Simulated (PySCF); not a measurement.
Core-level binding energies of dimethylarsine

Dimethylarsine, C2H7As.
Cartesian coordinates in Å at the PBE0-D3(BJ)/def2-SVP level; atoms count from 1:
```xyz
10
C2H7As angstrom
C     -1.476   -0.184    0.118
As     0.020    1.002    0.601
C      1.485   -0.179    0.020
H     -1.351   -0.628   -0.880
H     -2.416    0.385    0.146
H     -1.542   -0.990    0.864
H     -0.025    1.816   -0.692
H      1.301   -0.613   -0.973
H      2.425    0.391   -0.002
H      1.595   -0.991    0.754
```

Theory: delta-SCF UKS SCAN, pcX-2 on the ionised atom, pcseg-1 elsewhere, spin-free X2C (PySCF). Each binding energy is the total energy of the core-ionised species, with the hole localised on one atom, minus that of the ground state; both are solved self-consistently, so orbital relaxation is included.

**Question.** Give the core binding energies atom by atom.

**Answer.** 
| atom(s) | bonded to | level | binding energy (eV) | count |
| --- | --- | --- | --- | --- |
| C1/C3 | 3 H and As | C 1s | 290.36 | 2 |

**Question.** Which photon wavelength matches the C 1s of C1/C3 threshold?

**Answer.** λ = hc/E = 12398.42 eV Å / 290.36 eV = 42.700 Å.

**Question.** Which photon energy gives electrons from C 1s of C1/C3 a kinetic energy of 100 eV, and what is their de Broglie wavelength?

**Answer.** hν = 290.36 + 100 = 390.36 eV, recoil neglected; λ = 12.264 Å/√(E/eV) = 1.23 Å.

Atoms equivalent by their bonding share one computed value, that of the first of them. No level of arsenic is listed. Geometry: PBE0-D3(BJ)/def2-SVP; no solvent, vibrations or thermal averaging.
